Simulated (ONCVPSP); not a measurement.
# PBE ONCV dataset for Ru, scalar-relativistic all-electron reference.

The input file (ONCVPSP 4.0.1):

```
# ATOM AND REFERENCE CONFIGURATION
# atsym  z   nc   nv     iexc    psfile
  Ru 44.00    6    3        4      upf
#
#   n    l    f
    1    0    2.00
    2    0    2.00
    2    1    6.00
    3    0    2.00
    3    1    6.00
    3    2   10.00
    4    0    2.00
    4    1    6.00
    4    2    6.00
#
# PSEUDOPOTENTIAL AND OPTIMIZATION
# lmax
    2
#
#   l,   rc,      ep,       ncon, nbas, qcut
    0    1.05    0.00    3    8    7.60
    1    1.70    0.00    3    8    8.10
    2    2.35    0.00    4    8    6.90
#
# LOCAL POTENTIAL
# lloc, lpopt,  rc(5),   dvloc0
    4    2    0.65    0.00
#
# VANDERBILT-KLEINMAN-BYLANDER PROJECTORs
# l, nproj, debl
    0    1    1.20
    1    2    3.40
    2    2    0.60
#
# MODEL CORE CHARGE
# icmod, fcfact, rcfact
    0    0.00    0.00
#
# LOG DERIVATIVE ANALYSIS
# epsh1, epsh2, depsh
   -5.00    5.00    0.04
#
# OUTPUT GRID
# rlmax, drl
    6.00    0.01
#
# TEST CONFIGURATIONS
# ncnf
    4
# nvcnf
#   n    l    f
    4
    4    0    2.00
    4    1    6.00
    4    2    7.00
    5    0    1.00
#
    3
    4    0    2.00
    4    1    6.00
    4    2    7.00
#
    3
    4    0    2.00
    4    1    6.00
    4    2    5.00
#
    4
    4    0    2.00
    4    1    6.00
    4    2    7.50
    5    0    0.50
#
```

Command:

```bash
oncvpsp.x < Ru.dat > Ru.out
```

The program printed (shortened: citation, most of the input echo, consistency checks and plot data are left out):

```
ONCVPSP  (Optimized Norm-Conservinng Vanderbilt PSeudopotential)
scalar-relativistic version 4.0.1

#   n    l    f        energy (Ha)
    1    0    2.00    -8.0694069E+02
    2    0    2.00    -1.1666202E+02
    2    1    6.00    -1.0456000E+02
    3    0    2.00    -2.1159858E+01
    3    1    6.00    -1.7182772E+01
    3    2   10.00    -1.0784574E+01
    4    0    2.00    -3.5465438E+00
    4    1    6.00    -2.4406622E+00
    4    2    6.00    -8.8700655E-01

Reference configufation results
  iterations    24
  all-electron total energy (Ha)   -4.52981626D+03

Begin loop to  construct optimized pseudo wave functions
and semi-local pseudopoentials for all angular momenta

Calculating optimized projector #   1

 for l=   0

    Fraction of norm inside rc  0.577440
    Optimizing pswf for qcut=   7.59 a_B^-1,  ecut=  28.81 Ha
    Residual kinetic energy error=  1.40D-03 Ha

    Energy error per electron        Cutoff
         Ha          eV             Ha
         0.01000     0.27211       23.22
         0.00100     0.02721       31.25
         0.00010     0.00272      164.87
         0.00001     0.00027      298.65

   Wellstate for l =  1  n =  6
     eigenvalue =   0.9593
     asymptotic potential =   1.4593
     half-point radius =  3.2206

Calculating optimized projector #   1

 for l=   1

    Fraction of norm inside rc  0.913214
    Optimizing pswf for qcut=   8.10 a_B^-1,  ecut=  32.82 Ha
    Residual kinetic energy error=  1.48D-07 Ha

    Energy error per electron        Cutoff
         Ha          eV             Ha
         0.01000     0.27211       11.55
         0.00100     0.02721       14.60
         0.00010     0.00272       17.07
         0.00001     0.00027       23.31

Calculating optimized projector #   2

 for l=   1

    Fraction of norm inside rc  0.070259
    Optimizing pswf for qcut=   8.10 a_B^-1,  ecut=  32.82 Ha
    Residual kinetic energy error=  5.78D-07 Ha

    Energy error per electron        Cutoff
         Ha          eV             Ha
         0.01000     0.27211       10.11
         0.00100     0.02721       13.32
         0.00010     0.00272       17.48
         0.00001     0.00027       27.23

WARNING wellstate: negative energy specified for n= 5 l=  2
WARNING scattering state with energy  0.25000000
WARNING will be used for the first projector

   Wellstate for l =  2  n =  6
     eigenvalue =   0.2500
     asymptotic potential =   0.7500
     half-point radius =  6.6785

Calculating optimized projector #   1

 for l=   2

    Fraction of norm inside rc  0.892103
    Optimizing pswf for qcut=   6.89 a_B^-1,  ecut=  23.76 Ha
    Residual kinetic energy error=  3.72D-07 Ha

    Energy error per electron        Cutoff
         Ha          eV             Ha
         0.01000     0.27211       13.48
         0.00100     0.02721       16.71
         0.00010     0.00272       19.16
         0.00001     0.00027       21.31

Calculating optimized projector #   2

 for l=   2

    Fraction of norm inside rc  0.082593
    Optimizing pswf for qcut=   6.89 a_B^-1,  ecut=  23.76 Ha
    Residual kinetic energy error=  7.36D-07 Ha

    Energy error per electron        Cutoff
         Ha          eV             Ha
         0.01000     0.27211       11.90
         0.00100     0.02721       15.94
         0.00010     0.00272       18.94
         0.00001     0.00027       21.47

Construct Vanderbilt / Kleinmman-Bylander projectors

B matrix Hermiticity error, ll=   1
   1   2   -3.3898E-04

  Orthonormal projector coefficients  1.2880E+01  1.3445E+00

B matrix Hermiticity error, ll=   2
   1   2   -7.0604E-05

  Orthonormal projector coefficients  9.0461E+00 -1.0250E+00

Pseudoatom total energy  -93.166267

Diagnostic tests using Vanderbilt-Kleinman-Bylander pseudopotentials
  1 or more projectors used as specified by nproj input data

   l    rcore       rmatch      e in        delta e   norm test  slope test

   0   1.0540385   1.0860414  -3.5465438   0.0001058   1.0000294   1.0002077

   1   1.7009632   1.7526081  -2.4406622   0.0000022   1.0001330   1.0001395
   1   1.7009632   1.7526081   0.9593378   0.0000815   1.0002329   1.0002329

   2   2.3636538   2.4354194  -0.8870065  -0.0000013   1.0000778   1.0000846
   2   2.3636538   2.4354194   0.2500000   0.0000089   1.0001238   1.0001238

 Testing for bound ghosts
   n   l    E NL Schr. Eq   E Basis Diag.   E Cutoff

       0                       -4.385274    168.86  WARNING - GHOST(-)
   1   0       -3.546438       -3.545886    168.86

   2   1       -2.440660       -2.440631    105.12

   3   2       -0.887008       -0.886913     61.87

 Testing for highly-localized positive-energy ghosts
       l    <radius>/rc     E Basis Diag.   E Cutoff

Test configuration 0

   n   l     f        eae           eps        diff
   1   0  2.0000 -806.94069381
   2   0  2.0000 -116.66201928
   2   1  6.0000 -104.56000089
   3   0  2.0000  -21.15985756
   3   1  6.0000  -17.18277160
   3   2 10.0000  -10.78457442
   4   0  2.0000   -3.54654378   -3.54643794    1.06D-04
   4   1  6.0000   -2.44066224   -2.44066005    2.19D-06
   4   2  6.0000   -0.88700655   -0.88700783   -1.28D-06

    Total energies and differences
      AE_ref= -4.52981626D+03  AE_tst= -4.52981626D+03  dif=  0.00D+00
      PS_ref= -9.31662667D+01  PS_tst= -9.31662667D+01  dif= -5.68D-14
      PSP excitation error=  5.68D-14

Test configuration 1

psatom: WARNING lschvkbb convergence error n,l,iter=   2   0   2
ea(ii),et,emin,emax -3.857010E-01 -4.242711E-01 -4.242711E-01 -4.242711E-01
run_config: WARNING for fully non-local PS atom, stg. 2
 WARNING no output for configuration 2

Test configuration 2

   n   l     f        eae           eps        diff
   1   0  2.0000 -806.46376883
   2   0  2.0000 -116.18083304
   2   1  6.0000 -104.07911963
   3   0  2.0000  -20.68091432
   3   1  6.0000  -16.70382927
   3   2 10.0000  -10.30517050
   4   0  2.0000   -3.07860716   -3.07935279   -7.46D-04
   4   1  6.0000   -1.97905601   -1.97942875   -3.73D-04
   4   2  7.0000   -0.46095259   -0.46152493   -5.72D-04

    Total energies and differences
      AE_ref= -4.52981626D+03  AE_tst= -4.53048460D+03  dif= -6.68D-01
      PS_ref= -9.31662667D+01  PS_tst= -9.38350572D+01  dif= -6.69D-01
      PSP excitation error=  4.52D-04

Test configuration 3

   n   l     f        eae           eps        diff
   1   0  2.0000 -807.49912553
   2   0  2.0000 -117.22678289
   2   1  6.0000 -105.12440761
   3   0  2.0000  -21.71866251
   3   1  6.0000  -17.74156215
   3   2 10.0000  -11.34428134
   4   0  2.0000   -4.08196066   -4.07879698    3.16D-03
   4   1  6.0000   -2.96656351   -2.96449769    2.07D-03
   4   2  5.0000   -1.37266426   -1.36968902    2.98D-03

    Total energies and differences
      AE_ref= -4.52981626D+03  AE_tst= -4.52869090D+03  dif=  1.13D+00
      PS_ref= -9.31662667D+01  PS_tst= -9.20420715D+01  dif=  1.12D+00
      PSP excitation error=  1.16D-03

Test configuration 4

psatom: WARNING lschvkbb convergence error n,l,iter=   2   0   2
ea(ii),et,emin,emax -2.471625E-01 -2.718787E-01 -2.718787E-01 -2.718787E-01
run_config: WARNING for fully non-local PS atom, stg. 2
 WARNING no output for configuration 5
```

Note: ghosts flagged at negative energy: s at -119.3 eV; no localised positive-energy state flagged. A true bound ghost makes a file unfit for plane-wave use.

The run took about 2.4 s on one core of a shared server CPU.
